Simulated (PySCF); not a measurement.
**[LuH4]− relaxed at several levels**

Computed with PySCF 2.14.0, PBE0, def2-SVP on the ligands, density fitting, scalar-relativistic core potentials, no spin-orbit coupling, vacuum. Each row is relaxed at its own level from the same template. Distances are means of the shortest metal–ligand contacts, charges and spins Mulliken's; removal energies are rigid, with the ligand's formal charge and no counterpoise, so too large; for an anion taken off a cation in vacuum most of it is the attraction of opposite charges, and multiply charged cations can part far more cheaply with an electron moved from ligand to metal. lcecp potentials hold a fixed number of 4f electrons in the core, out of states, spins and gaps.

| level | basis on the metal | point group | M–H (Å) | charge on M (e) | HOMO–LUMO gap (eV) | removal of one H (eV) | strongest infrared band, degenerate modes summed (cm⁻¹) | unstable modes (below −25 cm⁻¹) |
| --- | --- | --- | --- | --- | --- | --- | --- | --- |
| PBE0 | lcecp-1-SVP with ECP60 | Td | 2.038 | 0.18 | – | 4.88 | 1284 | 0 |

Question: What does the calculation give for PBE0, def2-SVP with ECP28?

Answer: point group: Td, M–H (Å): 2.009, charge on M (e): 0.43, HOMO–LUMO gap (eV): 5.96, removal of one H (eV): 4.89, strongest infrared band, degenerate modes summed (cm⁻¹): 1298, unstable modes (below −25 cm⁻¹): 0.
```xyz
5

Lu    0.0000    0.0000    0.0000
H     1.1600    1.1600    1.1600
H    -1.1600   -1.1600    1.1600
H     1.1600   -1.1600   -1.1600
H    -1.1600    1.1600   -1.1600
```

One start shape was tried for each, so a minimum needn't be the lowest isomer.
